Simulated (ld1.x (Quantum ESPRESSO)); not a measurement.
## Ca: variants of one TM potential

Base potential:

```
Element                 : calcium
Generator               : ld1.x (Quantum ESPRESSO) 7.5
Type                    : norm-conserving Troullier–Martins (Kleinman–Bylander form)
Functional              : PBE
Relativity              : scalar-relativistic
Frozen core             : [Ne]
Valence charge          : 10
Reference configuration : 3s2 3p6 3d0 4s1.5 4p0 (charge +0.5)
Partial waves           : 3s (bound): rc 1.55 bohr; 3p (bound): rc 2.00 bohr; 3d (bound, empty): rc 2.40 bohr
Local potential         : all-electron potential smoothed inside 2.10 bohr (lloc = -1)
Core correction         : a·sin(br)/r model core inside 1.20 bohr
```

Occupied shells without a wave of their own: 4s. They enter only through the test configuration that unscreens the potential, and ld1.x also counts them in the model core charge.

Cutoffs, loose and tight: the cutoffs (Ry, on a coarse ladder) from which the occupation-weighted sum of valence levels, in a spherical-Bessel basis at the reference potential, stays within 10 and 1 mRy of its value at 400 Ry. They do not see the model core or the augmentation charge, which bear on the density cutoff. Test errors are all-electron minus pseudo excitation energies from the reference, over the configurations 3s2 3p6 3d0 4s2 4p0; 3s2 3p6 3d0 4s1 4p0; 3s2 3p6 3d0 4s0 4p0; 3s2 3p6 3d0 4s1 4p1; 3s2 3p6 3d1 4s0 4p0; 3s2 3p6 3d0 4s0 4p1; 3s2 3p6 3d0 4s0 4p2. A dash means not determined; rows that change the core or the reference have their own tests.

With those shells counted twice in exchange and correlation these files are broken, and their errors move erratically; no question is asked of them.

| change | outcome | cutoff, loose | cutoff, tight | bound ghosts | largest test error (meV) |
| --- | --- | --- | --- | --- | --- |
| base | generated, misses its reference levels by 1.51 eV | 50 Ry | 70 Ry | none | -4430 |
| wave 3s (bound): rc 1.55 bohr becomes 3s (bound): rc 1.74 bohr | generated, misses its reference levels by 1.29 eV | 30 Ry | 60 Ry | none | -3736 |
| local potential all-electron potential smoothed inside 2.86 bohr (lloc = -1) | generated, misses its reference levels by 0.19 eV | 50 Ry | 70 Ry | none | +121 |
| type RRKJ; local potential the s channel | generated, misses its reference levels by 0.18 eV | 40 Ry | 70 Ry | none | -852 |
| local potential all-electron potential smoothed inside 1.25 bohr (lloc = -1) | generated | 50 Ry | 70 Ry | none | -732 |
| wave 3d (bound): rc 2.40 bohr becomes 3d (bound): rc 1.98 bohr | generated, misses its reference levels by 1.51 eV | 50 Ry | 70 Ry | none | -4430 |
| all radii but the core radius scaled by about 1.17 (s 1.82, p 2.34, d 2.82 bohr); local potential all-electron potential smoothed inside 2.46 bohr (lloc = -1) | generated | 30 Ry | 50 Ry | none | -670 |
| core correction a·sin(br)/r model core inside 0.88 bohr | generated, misses its reference levels by 1.51 eV | 50 Ry | 70 Ry | none | -4471 |
| wave 3p (bound): rc 2.00 bohr becomes 3p (bound): rc 1.64 bohr | generated, misses its reference levels by 1.51 eV | 50 Ry | 70 Ry | none | -4430 |
| all radii but the core radius scaled by about 0.80 (s 1.24, p 1.60, d 1.92 bohr); local potential all-electron potential smoothed inside 1.68 bohr (lloc = -1) | generated | 80 Ry | 140 Ry | none | -289 |
| local potential the s channel | generated, misses its reference levels by 0.18 eV | 50 Ry | 70 Ry | none | -852 |
| all radii but the core radius scaled by about 0.86 (s 1.32, p 1.72, d 2.06 bohr); local potential all-electron potential smoothed inside 1.80 bohr (lloc = -1) | generated | 70 Ry | 100 Ry | none | -197 |
